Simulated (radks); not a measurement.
Question: These are the eigenvalues of the occupied orbitals of an atom or ion with whole-number occupations (Ry). All-electron calculation, non-relativistic Kohn-Sham, TPSS, spin-polarised, spherical densities, point nucleus; meta-GGA in the generalised Kohn-Sham scheme. Program: a radial shooting solver on a logarithmic mesh with Libxc functionals.

| orbital | eigenvalue |
|---|---|
| 1s up | -3733.154 |
| 1s down | -3732.922 |
| 2s up | -806.9734 |
| 2s down | -806.8084 |
| 2p up | -783.5936 |
| 2p down | -783.3439 |
| 3s up | -332.7625 |
| 3s down | -331.7181 |
| 3p up | -324.1819 |

Which element is it, and in what charge state? The configuration may be excited. Open shells, if any, are filled with parallel spins first.

Answer: Z = 64, gadolinium, charge +51: Gd51+ in [Ne] 3s2 3p1. The list shows which subshells hold electrons but not how many an open one holds; the 1s level, -1866.6 hartree, gives Z - s = 61.1 by -(Z - s)^2/2, which with screening narrows Z to a few neighbours, and the depths of the outer levels then fix element, charge and occupations together.
